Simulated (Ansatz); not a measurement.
A nudged elastic band was laid between two geometries of FH3SiTe (6 atoms, charge 0, multiplicity 1).

Theory: Ansatz 0.2.0, RKS revPBE-D4/def2-SVP.

| Property | Result |
| --- | --- |
| movable images | 5 |
| climbing image | yes |
| spring | 5.0 eV/Å² |
| optimiser | quadratic models (default) |
| start path | IDPP |
| force threshold | 0.05 eV/Å |
| iteration limit | 60 |
| end points | relaxed |

Image 0:

```xyz
6
Properties=species:S:1:pos:R:3
F -1.887 0.046 0.211
Si -0.404 -0.109 -0.486
Te 1.373 -0.752 1.163
H -0.466 -1.228 -1.484
H -0.072 1.208 -1.122
H 1.456 0.835 1.718
```

Image 6:

```xyz
6
Properties=species:S:1:pos:R:3
F -1.851 0.398 0.198
Si -0.373 0.173 -0.492
Te 1.510 0.484 1.137
H -0.351 -1.218 -1.051
H -0.184 1.222 -1.549
H 1.250 -1.059 1.756
```

What changes between the two ends?

No bond is made or broken. The dihedral F1–Si2–Te3–H6 goes from -78 to 79°. The two ends are copies of one structure, up to a mirror image or an exchange of like atoms.

Give the energies along the band, and the barrier.

It converged. The highest image is number 3 of 0 to 6, 11.1 kJ/mol above the ends, which have the same energy within 2 meV. A vibrational analysis at the climbing image gives one clearly imaginary mode, 188i cm⁻¹: a first-order saddle point.

```tsv
image	path coordinate (Å)	energy (kJ/mol)	dihedral F1–Si2–Te3–H6 (°)
0	0.00	0.0	-78
1	0.52	2.4	-53
2	1.05	7.9	-27
3	1.57	11.1	0
4	2.10	7.8	27
5	2.63	2.3	54
6	3.15	0.0	79
```

What is the geometry of the highest image?


```xyz
6
Properties=species:S:1:pos:R:3:forces:R:3
F -1.521 0.446 0.422 -0.01 0.00 0.01
Si -0.310 -0.058 -0.568 0.01 -0.01 -0.01
Te 1.798 -0.223 0.829 0.00 0.00 0.00
H -0.687 -1.394 -1.141 0.00 0.00 0.00
H -0.150 0.944 -1.676 0.00 0.01 0.00
H 0.870 0.285 2.135 0.00 0.00 0.00
```

What are the harmonic wavenumbers there?

188i, 169, 336, 530, 531, 675, 828, 878, 943, 2067, 2168, 2180 cm⁻¹.

The run took 71 s on 1 thread of Arm Neoverse V2, on a shared host, peak memory 0.13 GiB.
